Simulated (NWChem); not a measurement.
# CH5NOSi, singlet; SMILES N[Si]OC

Results from NWChem. Pople sets run with spherical d functions. Low-valent species are run as closed-shell singlets; no triplet was tried in these runs. Each level has its own optimisation; frequencies are unscaled. One conformer.

```tsv
level	r O–Si (Å)	r N–Si (Å)	r C–O (Å)	r H–N (Å)	highest harmonic frequency (cm⁻¹)	lowest (cm⁻¹)	zero-point energy (kcal/mol)	dipole (D)
Hartree-Fock/6-31G*	1.648	1.716	1.398	0.999	3885	128	46.4	3.23
BLYP/def2-SVP	1.699	1.754	1.421	1.026	3521	83	41.2	2.94
Hartree-Fock/3-21G	1.673	1.738	1.425	1.003	3808	80	46.3	3.27
PBE0/def2-SVP	1.676	1.729	1.396	1.016	3693	93	43.0	3.10
```
